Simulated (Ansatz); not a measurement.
Cost and result for the atomization energy of `F[SiH]1[SiH2][Se]1` (7 atoms, 7 bonds).

Total charge 0; spin multiplicity 1. Correlated methods include outer-core shells of Se, which these sets cover unevenly. Scalar relativity is left out up to krypton. The geometry is a stationary point of PBE0-D4/def2-TZVP. Program: Ansatz. All runs use 2 threads of an Intel Xeon on a shared host. Times are those of one run each, without the atoms' runs, and a repeat can differ threefold. Electronic energies, without spin–orbit coupling; frozen cores. CCSD(T)/CBS adds CCSD(T) − MP2 in def2-TZVPP to the MP2 limit, and its time is that of the two runs behind it. T1 = 0.012. With those shells the extrapolation isn't a true limit. B3LYP takes the VWN-RPA correlation (the form of Gaussian; ORCA's B3LYP/G). HSE06 is the plane-wave form, built on full-range PBE exchange.

CCSD(T)/CBS is a level of theory with its own doubt, some kJ/mol a heavy atom from the limit and from the frozen cores, so smaller differences don't rank the functionals.

```
                             level  functions  wall time
              revPBE-D4/def2-TZVPP        205      9.6 s
            LDA (SPW92)/def2-TZVPP        205      9.6 s
                BLYP-D4/def2-TZVPP        205       12 s
r2SCAN-D4/def2-TZVPP (with forces)        205       22 s
                  CCSD(T)/def2-SVP         97       23 s
               PBE-QIDH/def2-TZVPP        205       24 s
 B3LYP-D4/def2-TZVPP (with forces)        205       24 s
             r2SCANh-D4/def2-TZVPP        205       29 s
               HSE06-D4/def2-TZVPP        205       37 s
  ωB97M-V/def2-TZVPP (with forces)        205       55 s
                    MP2/def2-QZVPP        376       77 s
                CCSD(T)/def2-TZVPP        205      4 min
                 CCSD(T)/CBS(def2)          –    5.3 min
```

(1) What atomization energy does each give, and how far from CCSD(T)/CBS? (An estimate is asked.)

## Answers

(1) Computed: 
```json
{"level": "revPBE-D4/def2-TZVPP", "atomization (kcal/mol)": "524.6", "difference from CCSD(T)/CBS": "-12.9", "per bond": "-1.9"}
{"level": "LDA (SPW92)/def2-TZVPP", "atomization (kcal/mol)": "608.3", "difference from CCSD(T)/CBS": "70.8", "per bond": "10.1"}
{"level": "BLYP-D4/def2-TZVPP", "atomization (kcal/mol)": "526.0", "difference from CCSD(T)/CBS": "-11.5", "per bond": "-1.6"}
{"level": "r2SCAN-D4/def2-TZVPP (with forces)", "atomization (kcal/mol)": "538.1", "difference from CCSD(T)/CBS": "0.6", "per bond": "0.1"}
{"level": "CCSD(T)/def2-SVP", "atomization (kcal/mol)": "482.0", "difference from CCSD(T)/CBS": "-55.5", "per bond": "-7.9"}
{"level": "PBE-QIDH/def2-TZVPP", "atomization (kcal/mol)": "528.8", "difference from CCSD(T)/CBS": "-8.7", "per bond": "-1.3"}
{"level": "B3LYP-D4/def2-TZVPP (with forces)", "atomization (kcal/mol)": "528.2", "difference from CCSD(T)/CBS": "-9.3", "per bond": "-1.3"}
{"level": "r2SCANh-D4/def2-TZVPP", "atomization (kcal/mol)": "534.0", "difference from CCSD(T)/CBS": "-3.5", "per bond": "-0.5"}
{"level": "HSE06-D4/def2-TZVPP", "atomization (kcal/mol)": "529.8", "difference from CCSD(T)/CBS": "-7.7", "per bond": "-1.1"}
{"level": "ωB97M-V/def2-TZVPP (with forces)", "atomization (kcal/mol)": "531.8", "difference from CCSD(T)/CBS": "-5.7", "per bond": "-0.8"}
{"level": "MP2/def2-QZVPP", "atomization (kcal/mol)": "539.6", "difference from CCSD(T)/CBS": "2.1", "per bond": "0.3"}
{"level": "CCSD(T)/def2-TZVPP", "atomization (kcal/mol)": "517.3", "difference from CCSD(T)/CBS": "-20.2", "per bond": "-2.9"}
{"level": "CCSD(T)/CBS(def2)", "atomization (kcal/mol)": "537.5", "difference from CCSD(T)/CBS": "0.0", "per bond": "0.0"}
```

From r2SCAN to r2SCAN0 (25 % exact exchange), in def2-TZVPP and without D4, the atomization energy moves by −9.9 kcal/mol: exact exchange takes away binding that semilocal exchange gives to molecules. In def2-TZVPP, CCSD(T) changes the Hartree–Fock value by +133.4 kcal/mol (the triples alone add +9.7 kcal/mol) and MP2 by +143.7 kcal/mol; breaking electron pairs costs correlation energy, which Hartree–Fock lacks. At CCSD(T), def2-SVP lies −55.5 kcal/mol from the extrapolated value and def2-TZVPP −20.2 kcal/mol: correlation converges slowly with the basis, and small sets miss more of it in the bonded molecule than in its fragments.
